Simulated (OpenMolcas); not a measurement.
Ir VII: effect of the IPEA shift

```yaml
Program: OpenMolcas 26.06
Basis: ANO-RCC-VTZP [8s7p5d3f1g]
Scalar_Hamiltonian: DKH2, point nucleus
Active_space: 3 electrons in 5 orbitals (5d)
State_averaging: 2S+1 = 4 even, 10 roots; 2S+1 = 2 even, 40 roots
Spin-orbit_coupling: state interaction with AMFI integrals over the reference wave functions, term energies averaged over their components
```

Methods on the same reference wave functions:
A. CASSCF
B. MS-CASPT2, IPEA 0 Eh, imaginary shift 0.1 Eh (closed shells correlated: 5s 5p)
C. MS-CASPT2, IPEA 0.25 Eh, imaginary shift 0.1 Eh (closed shells correlated: 5s 5p)

Energies in cm-1 above 5d3 4F 3/2.

```tsv
Level	A	B	C
5d3 4F 3/2	0.0	0.0	0.0
5d3 4F 5/2	7950	8470	8440
5d3 4F 7/2	14347	14580	14590
5d3 4P 1/2 [67 %]	22009	19810	20000
5d3 2G 7/2	29200	27740	27940
5d3 2H 9/2 [55 %]	30226	29470	29520
5d3 4P 5/2	31568	29760	29870
5d3 2P 1/2 [67 %]	38049	35000	35250
5d3 2H 11/2	40328	38750	38850
5d3 2D 5/2(1)	44285	41150	41630
5d3 2G 9/2 [57 %]	46684	45240	45420
5d3 2F 5/2	50917	46280	46590
5d3 2F 7/2	51993	47600	47930
5d3 2P 3/2 [56 %]	52113	48890	49100
5d3 2D 3/2(2)	76162	70150	70400
5d3 2D 5/2(2)	77301	71830	71850
```

Between B and C the level of the table that moves most is 5d3 2D 5/2(1), by 480 cm-1 (lowest in B, highest in C). Moves below CASPT2's spread within the term are not significant.

From A to B the spin-free energies of the other terms of 5d3 shown, above 4F, scale by factors of 0.79 to 0.89, as is usual when dynamic correlation screens the repulsion within a d or f shell.

The lowest spin-free term lies below A's lowest term by 0.239 hartree in B, 0.233 hartree in C.

CASPT2 does not keep the components of a term degenerate, so their means are used; among the terms shown or strongly mixed into the levels shown the widest spread is 590 cm-1 (5d3 4F, B). Without dynamic correlation excited terms often stand tens of per cent too high (terms of higher spin than the ground term too low), and those without a measured partner can miss by more than the paired ones (holds for A). Levels of configurations outside the active space are missing. The table leaves out levels that lie high or whose names do not pair safely across all columns.

A share in square brackets marks a mixed level and gives the weight of the term that names it, the lowest over the columns. A number in round brackets counts repeated terms of one configuration in the order of the reference energies.
